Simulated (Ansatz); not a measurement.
One change: `[GeH3][CH]=[Se]` becomes `FC=[Se]`.

Ansatz, PBE0-D4/def2-TZVP geometries, multiplicity 1. 

Scalar relativity is left out up to krypton. Spin–orbit coupling is left out; it splits and shifts lone-pair levels of the heavy atoms by tenths of an eV.

```tsv
property	`[GeH3][CH]=[Se]`
HOMO energy (B3LYP/def2-TZVPP) / eV	-6.03
ideal-gas entropy at 298 K and 1 bar (rigid rotor, harmonic PBE0-D4/def2-TZVP) / J/(mol·K)	323
size of the dipole moment (ωB97M-V/def2-TZVPP) / D	1.43
LUMO energy (ωB97M-V/def2-TZVPP) / eV	-0.81
LUMO energy (B3LYP/def2-TZVPP) / eV	-3.09
HOMO–LUMO gap (B3LYP/def2-TZVPP) / eV	2.93
```

Task: Give the same properties after the change, and the shifts. (An estimate is asked.)

Result: The calculation gave: 
```csv
property,`FC=[Se]`,shift
HOMO energy (B3LYP/def2-TZVPP) / eV,-6.80,-0.77
"ideal-gas entropy at 298 K and 1 bar (rigid rotor, harmonic PBE0-D4/def2-TZVP) / J/(mol·K)",271,-52
size of the dipole moment (ωB97M-V/def2-TZVPP) / D,1.35,-0.08
LUMO energy (ωB97M-V/def2-TZVPP) / eV,-0.43,0.38
LUMO energy (B3LYP/def2-TZVPP) / eV,-2.81,0.28
HOMO–LUMO gap (B3LYP/def2-TZVPP) / eV,3.99,1.06
```

With PBE0 the HOMO falls by 0.79 eV and the LUMO rises by 0.32 eV, so the gap widens by about 1.11 eV. PBE moves the HOMO by -0.73 eV and ωB97M-V by -0.81 eV. The zero-point energy changes by -53.9 kJ/mol with -9 modes. Dipoles are sizes alone; their direction can turn.

B3LYP here is the variant with VWN-RPA as its local correlation; programs differ in this.
